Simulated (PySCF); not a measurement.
**Radial density of Hg²⁺ (mercury, charge +2)**

UHF, [Xe] 4f14 5d9 6p1, one real determinant (an excited configuration). All numbers are calculated (PySCF 2.14, the spin-free X2C one-electron Hamiltonian (Gaussian nucleus), in x2c-TZVPPall with one added diffuse shell each of s, p, d, f type (12s8p8d4f1g, 113 functions)).

```tsv
r (bohr)	4πr²ρ (e/bohr)	4πr²(ρα − ρβ)
0.0131	111.0	0.0017
0.0220	97.85	0.0060
0.0370	132.3	0.0154
0.0622	141.9	0.0476
0.105	121.2	0.1049
0.176	123.2	0.0016
0.296	81.62	0.1773
0.498	65.88	0.0084
0.837	23.84	0.6164
1.41	10.69	0.7852
2.37	1.601	0.5377
3.98	0.2327	0.2095
6.70	0.004983	0.0050
11.3	1.725e-05	0.0000
```

Densities and radii are taken from the X2C orbitals without a picture-change correction, which distorts them close to the nucleus.

⟨L²⟩ = 8.05 against 12 for a pure F term, so this real determinant mixes terms. Spin-orbit coupling, absent here, splits the open shell strongly.
